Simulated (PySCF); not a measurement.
C6H8, SMILES C([C@@H](C)C#C)=C. Geometry: PBE-D3(BJ)/def2-SVP. The structure was generated by enumeration; whether it is a known compound was not checked. Other conformers were not sampled.

Computed equilibrium geometry at PBE-D3(BJ)/def2-SVP (PySCF confirms it by a frequency run) as Cartesian coordinates in Å (one conformer of several):
```xyz
14

C     -1.6571     1.9178     0.1487
C     -0.9438     0.9601    -0.1154
C     -0.0955    -0.2039    -0.4029
C     -0.9215    -1.5112    -0.3945
C      1.0557    -0.2773     0.5830
C      2.3543    -0.2689     0.2436
H     -2.2829     2.7691     0.3749
H      0.3345    -0.0690    -1.4213
H     -1.3498    -1.6953     0.6112
H     -0.2761    -2.3704    -0.6627
H     -1.7591    -1.4514    -1.1167
H      0.7601    -0.3545     1.6449
H      2.6732    -0.1843    -0.8090
H      3.1475    -0.3436     1.0033
```
